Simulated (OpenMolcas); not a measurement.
# Computed levels of Cr II

| Item | Value |
| --- | --- |
| Program | OpenMolcas |
| Method | XMS-CASPT2, IPEA 0.25 Eh, imaginary shift 0.1 Eh (closed shells correlated: 3s 3p) |
| Basis | ANO-RCC-VTZP [6s5p3d2f1g] |
| Scalar Hamiltonian | DKH2, point nucleus |
| Active space | 5 electrons in 6 orbitals (3d 4s) |
| State averaging | 2S+1 = 6 even, 6 roots; 2S+1 = 4 even, 57 roots kept (CI in the orbitals of an earlier block); 2S+1 = 2 even, 76 roots kept (CI in the orbitals of an earlier block) |
| Spin-orbit coupling | state interaction with AMFI integrals over the reference wave functions, term energies averaged over their components |

With spin-orbit coupling, above the lowest level:

```tsv
Configuration	Term	J	E (cm⁻¹)	Measured (cm⁻¹)	g	Term weight %
3d⁵	⁶S	5/2	0.0	0.0	2.002	100
3d⁴ 4s	⁶D	1/2	12280	11962	3.338	100
3d⁴ 4s	⁶D	3/2	12350	12033	1.869	100
3d⁴ 4s	⁶D	5/2	12470	12148	1.659	100
3d⁴ 4s	⁶D	7/2	12640	12304	1.589	100
3d⁴ 4s	⁶D	9/2	12840	12496	1.557	100
3d⁴ 4s	⁴D(1)	1/2	17940	19528	-0.001	97
3d⁴ 4s	⁴D(1)	3/2	18050	19631	1.201	97
3d⁴ 4s	⁴D(1)	5/2	18220	19798	1.372	97
3d⁴ 4s	⁴D(1)	7/2	18450	20024	1.429	96
3d⁵	⁴G	5/2	21100	20512	0.570	92
3d⁵	⁴G	7/2	21100	20518	0.984	92
3d⁵	⁴G	9/2	21100	20519	1.172	92
3d⁵	⁴G	11/2	21100	20512	1.273	92
3d⁵	⁴P	3/2	22150	21824	1.730	94
3d⁵	⁴P	5/2	22160	21823	1.599	94
3d⁵	⁴P	1/2	22170	21824	2.662	95
3d⁵	⁴D	1/2	25310		0.006	87
3d⁵	⁴D	7/2	25320		1.430	87
3d⁵	⁴D	3/2	25330		1.205	87
3d⁵	⁴D	5/2	25350		1.375	86
3d⁵	²I	13/2	30470		1.077	100
3d⁵	²I	11/2	30470		0.923	100
3d⁴ 4s	⁴H	7/2	32400		0.667	100
3d⁴ 4s	⁴H	9/2	32470		0.971	99
3d⁴ 4s	⁴P	1/2	32560		2.667	94
3d⁴ 4s	⁴H	11/2	32560		1.134	99
3d⁴ 4s	⁴H	13/2	32670		1.231	100
3d⁴ 4s	⁴P	3/2	32910		1.734	95
3d⁴ 4s	⁴P	5/2	33480		1.601	95
3d⁴ 4s	⁴F	3/2	33930		0.399	100
3d⁴ 4s	⁴F	5/2	33950		1.023	99
3d⁴ 4s	⁴F	7/2	34000		1.233	98
3d⁴ 4s	⁴F	9/2	34060		1.330	98
3d⁴ 4s	⁴G	5/2	35720		0.577	90
3d⁴ 4s	⁴G	7/2	35830		0.989	89
3d⁴ 4s	⁴G	9/2	35940		1.174	89
3d⁴ 4s	⁴G	11/2	36030		1.271	91
3d⁴ 4s	²P	1/2	37400		0.670	99
3d⁴ 4s	²H	9/2	37430		0.911	99
```

Against the 16 measured excited levels shown (NIST Handbook of Basic Atomic Spectroscopic Data) the mean absolute deviation is 710 cm-1; the largest miss in energy is 3d⁴ 4s ⁴D_1/2(1): computed 17940, measured 19528 cm⁻¹ (-8.1 %).

Spin-orbit coupling puts the lowest level 12.1 cm⁻¹ below the lowest spin-free term.

CASPT2 breaks the degeneracy within a term, and the mean is taken; among the terms shown or strongly mixed into the levels shown the widest spread is 1500 cm-1 (3d⁴ 4s ⁴G). Over all roots computed the reference weight is 0.86 to 0.92; the roots of lowest weight are the least certain, and an intruder state may touch them. Terms from blocks run as CI alone lack orbitals of their own. A single d shell beside an s shell can misplace configurations of different d count against each other. The CASPT2 spread within a term exceeds the gap to the next term for 3d⁴ 4s ⁴H and 3d⁴ 4s ⁴P, so the order of their levels is uncertain. Computed and measured levels are paired by configuration, term and J; levels that our copy of the source lacks, or whose pairing is in doubt (as where it misses far off the trend of its configuration), stay unpaired and out of the deviations. Levels of configurations outside the active space are missing. The first state left out of the spin-orbit step lies near 47000 cm-1 above the lowest spin-free state of the reference (among the parities and spins computed), and the list stops at four fifths of that energy or lower.

The CASPT2 steps took 41 s on 1 thread of Intel(R) Xeon(R) 6975P-C (Granite Rapids), on a shared host; the integral step is not counted.

The term weight is that of the spin-free term in the level, not the purity of its configuration. A number in round brackets counts repeated terms of one configuration in the order of the reference energies.
